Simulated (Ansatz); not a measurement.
A made-up structure of ZnBH$_{2}$, doublet:

| atom | x (Å) | y (Å) | z (Å) |
| --- | --- | --- | --- |
| B1 | 1.6521 | -0.4218 | 0.7711 |
| Zn2 | -0.2651 | 0.1640 | 0.0085 |
| H3 | -1.3910 | -0.8525 | 0.2079 |
| H4 | -0.2338 | 1.0908 | -1.2085 |

It is relaxed with PBE-D4/def2-SVP and then PBE0-D4/def2-TZVP (Ansatz 0.2.0). Atoms count as bonded within 1.22 times the sum of their covalent radii (H–H: 0.88 Å). The end point is not checked to be a true minimum.

(1) Does its bonding change? (A judgement: the text doesn't fix the answer.)

Results:

(1) The calculation gives: Yes. Formed: B1–H3; broken: Zn2–H3.

Where it ends: The first stage lowers the energy by 2.69 eV in 28 steps. It ends as ZnBH₂ ([BH][ZnH]):
```tsv
atom	x (Å)	y (Å)	z (Å)
B1	-0.0822	-0.8021	0.6872
Zn2	-0.0399	0.6626	-0.6770
H3	-0.1087	-1.6715	1.4970
H4	-0.0070	1.7915	-1.7283
```

Labels in which every atom is bracketed show which atoms are joined, not bond orders.

For scale, one of the runs: PBE0-D4/def2-TZVP relaxation, 91 basis functions, launched by `ansatz run in.yaml --threads 2 --pin off --events-out ev --progress --plain --max-ram 4352MiB`. The run took about 98 s on 2 CPU threads of an Arm Neoverse V1 (shared host).
